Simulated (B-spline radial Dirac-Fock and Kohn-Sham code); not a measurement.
**Binding energies of Ir⁵¹⁺ at several levels of theory**

System: the Ir⁵¹⁺ ion, configuration [Ar] 3d8.

The density-functional columns are spherical, spin-unpolarised Dirac-Kohn-Sham results without Breit or QED terms: −ε is minus the orbital energy of the initial state and ΔSCF the difference of two total energies. The reference in the last column comes from Dirac-Fock energy differences between relaxed states, corrected for Breit and QED terms. All numbers are from a radial finite-basis atomic code, in eV; a selection of levels is shown. For the 1s level of heavy atoms much of the gap between ΔSCF and the reference is the Breit and QED part, -398.9 eV here; for other levels the error of the functional can be larger.

```tsv
level	LDA −ε	LDA ΔSCF	Dirac-Fock
K (1s)	78914.9	79543.1	79154.0
L1 (2s)	16197.2	16344.0	16391.1
L2 (2p1/2)	15665.3	15844.8	15808.4
L3 (2p3/2)	14027.6	14185.1	14186.6
M1 (3s)	5808.3	5870.4	5909.9
M2 (3p1/2)	5580.4	5646.1	5659.6
M3 (3p3/2)	5194.6	5255.8	5274.2
M4,5 (3d)	4779.6	4849.0	4846.0
```

Values without a named source are computed, but for edge energies of neutral atoms, which are taken from tables.
